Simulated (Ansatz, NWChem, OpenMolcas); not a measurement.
## Abstraction of H: B2NH5 + C2H4ClSi → B2NH4 + C2H5ClSi

Species: B2NH5 `BNB`, singlet; C2H4ClSi `C=C[SiH]Cl`, doublet; B2NH4 `B[N]B`, doublet; C2H5ClSi `C=C[SiH2]Cl`, singlet. A radical takes H: the energy is the difference in strength between the N–H bond broken and the Si–H bond made.

Shapes, held fixed at every level: PBE0-D4/def2-TZVP. Flexible molecules stand in one conformer, not always the lowest. Programs: Ansatz 0.2.0, NWChem 7.3.0, OpenMolcas 26.06. A level may come from different programs for different species; with the same settings they agree closely. The zero-point and thermal change to 298 K, harmonic and unscaled (PBE0-D4/def2-TZVP), is -16.4 kJ/mol.

```tsv
level	kind	ΔH(298 K) (kJ/mol)	less CCSD(T)/CBS estimate
MP2/def2-TZVPP	perturbation theory	+55.4	+9.6
SPW92/def2-TZVPP	LDA	+40.9	-4.9
r2SCAN-D4/def2-TZVPP	meta-GGA	+27.8	-18.0
B3LYP/6-31G* (Cartesian functions)	global hybrid	+16.6	-29.2
PBE0-D4/def2-TZVPP	global hybrid	+40.7	-5.1
r2SCAN0-D4/def2-TZVPP	global hybrid	+34.8	-11.0
wB97X-V/def2-TZVPP	range-separated hybrid	+34.4	-11.4
CCSD(T)/CBS estimate	coupled cluster or CI	+45.8	0.0
```

The highest level, CCSD(T)/CBS estimate, gives ΔH(298 K) = +45.8 kJ/mol; the levels span +16.6 to +55.4. The column of differences is taken from that level and isn't an error. No measured value is set beside it here. Spin contamination: C2H4ClSi (⟨S²⟩ up to 0.87). Open shells run unrestricted. The CBS estimate extrapolates MP2 from def2-TZVPP and def2-QZVPP and adds CCSD(T) − MP2 in the triple-zeta set, cores frozen.
